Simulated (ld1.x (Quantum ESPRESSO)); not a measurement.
# S (Z = 16): excitation energies, all-electron against PAW

- Element: sulfur (S)
- Generator: ld1.x (Quantum ESPRESSO) 7.5
- Type: PAW
- Functional: PBEsol
- Relativity: non-relativistic
- Frozen core: [Ne]
- Valence charge: 6
- Reference configuration: 3s2 3p3 (charge +1)
- Partial waves: 3s (bound): rcut 1.25, rcutus 1.45 bohr; 3s channel at -1.6 Ry: rcut 1.25, rcutus 1.45 bohr; 3p (bound): rcut 1.25, rcutus 1.65 bohr; 3p channel at 0.25 Ry: rcut 1.25, rcutus 1.65 bohr; 3d channel at 0.15 Ry: rcut 0.90, rcutus 1.25 bohr; 3d channel at 1.9 Ry: rcut 0.90, rcutus 1.25 bohr
- Local potential: all-electron potential smoothed inside 1.10 bohr (lloc = -1)
- Core correction: Bessel-smoothed model core, default radius (core density twice the valence density)
- Augmentation charge: PSQ, inside the norm-conserving radii

Energies are relative to the spin-unpolarised reference configuration 3s2 3p3; without spin polarisation the order of configurations can differ from experiment.

Problem. Give the all-electron excitation energy and the error of the potential for: 3s2 3p4; 3s2 3p2; 3s2 3p1; 3s2 3p0; 3s2 3p3.5; 3s1 3p5; 3s1 3p4.

Solution.

```tsv
valence configuration	charge	ΔE all-electron (eV)	error AE − PS (meV)
3s2 3p4	0	-11.747	-0.6
3s2 3p2	+2	22.253	-3.1
3s2 3p1	+3	56.261	-22
3s2 3p0	+4	103.022	-84
3s2 3p3.5	+0.5	-7.097	-0.2
3s1 3p5	0	-1.595	-0.3
3s1 3p4	+1	10.709	-0.2
```
